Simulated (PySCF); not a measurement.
Mg(Et)(SH), SMILES [CH2](C)[Mg][SH] (C₂H₆MgS) at its PBE0/def2-SVP optimised geometry (Å):

```
10

Mg    -0.7346     0.4827     0.0000
C      1.3699     0.4827     0.0000
C      2.0491    -0.4656     0.9910
H      1.7059     1.5205     0.1831
H      1.7060     0.2546    -1.0288
H      1.7808    -1.5205     0.8124
H      1.7755    -0.2454     2.0367
H      3.1519    -0.4125     0.9405
S     -3.0583     0.4498     0.0229
H     -3.1519     1.4984    -0.8274
```

Level of theory: PBE0/def2-TZVP (PySCF). Cells within 0.4 Å of a nucleus heavier than hydrogen are left out (blank, or x).

Map of the deformation density (molecule minus spherical neutral atoms) (e/bohr³) on the plane z = 0.0 Å:

```
|11111111111111111111111111111|
|11111111111111111111111111111|
|11111111111111111111111111111|
|11111111111111111111111111111|
|11111111111111111111111111111|
|11111111111111111111111111111|
|11111111100000000000011111111|
|11110000000000000000001111111|
|11100000000000000000000111111|
|11000000000000000000000011111|
|11000111110000011262000011111|
|11000110111000122495100001111|
|110000x02210x0134xx2000000111|
|111112xx3310xx146xx1000000111|
|11111322321010133122000000111|
|11111111110000011010000000111|
|11111111110000000000000000111|
|11111100000000000000000000111|
|11111110000000000000000001111|
|11111111100000000000000001111|
|11111111110000000000000111111|
|11111111111111110000001111111|
|11111111111111111111111111111|
|11111111111111111111111111111|
|11111111111111111111111111111|
|11111111111111111111111111111|
|11111111111111111111111111111|
|11111111111111111111111111111|
|11111111111111111111111111111|
```
Scale: ten equal steps from -0.009 (start of '0') to 0.082 (end of '9'), in the order '0123456789'; x runs from -5.50 to 5.50, y from -5.50 (bottom) to 5.50 (top).
